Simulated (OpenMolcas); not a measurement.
Computed levels of 4d6 in ions with 42 electrons, in cm-1 above 5D4.

```
Program             : OpenMolcas
Method              : CASSCF
Basis               : ANO-R3
Scalar Hamiltonian  : X2C, finite nucleus
Spin-orbit coupling : RASSI with atomic mean-field integrals over the reference wave functions, term energies averaged over their components
```

Active space for each ion: 6 electrons in 5 orbitals (4d).

```tsv
Level	Ru2+	Rh3+	Ag5+
5D3	1159	1550	2532
5D2	1879	2473	3889
5D1	2339	3072	4827
5D0	2561	3359	5265
3H6	17782	20098	24347
3H5	18191	20580	24928
3P2(1)	18965	21296	25448
3F4(1)	20248	23004	28381
3F3(1)	20698	23426	28470
```

**Question.** Estimate 5D0, 3H6, 3H5 for Pd4+ from its neighbours Rh3+ and Ag5+.

**Answer.** 5D0 is fine structure, which grows about as the fourth power of a screened charge, so the fourth roots are averaged: ((3359^0.25 + 5265^0.25) / 2)^4 = 4232. The calculation gives 4219, so the estimate is off by +0.3 %.
3H6 is another term, which grows about linearly with the charge: (20098 + 24347) / 2 = 22222. The calculation gives 22250, so the estimate is off by -0.1 %.
3H5 is another term, which grows about linearly with the charge: (20580 + 24928) / 2 = 22754. The calculation gives 22788, so the estimate is off by -0.1 %.

Mixed levels, with the weight of the term that names them: Ru2+ 3F4(1) (71 %), Rh3+ 3F4(1) (64 %), Pd4+ 3F4(1) (58 %), Ag5+ 3F4(1) (53 %).

Without dynamic correlation excited terms often stand tens of per cent too high (terms of higher spin than the ground term too low), and those without a measured partner can miss by more than the paired ones. Levels of configurations with an s electron are missing; early in the row they begin among the upper levels of the d shell and mix with terms of their name (holds for Ru2+). Levels of configurations outside the active space are missing.

A number in round brackets counts repeated terms of one configuration in the order of the reference energies.
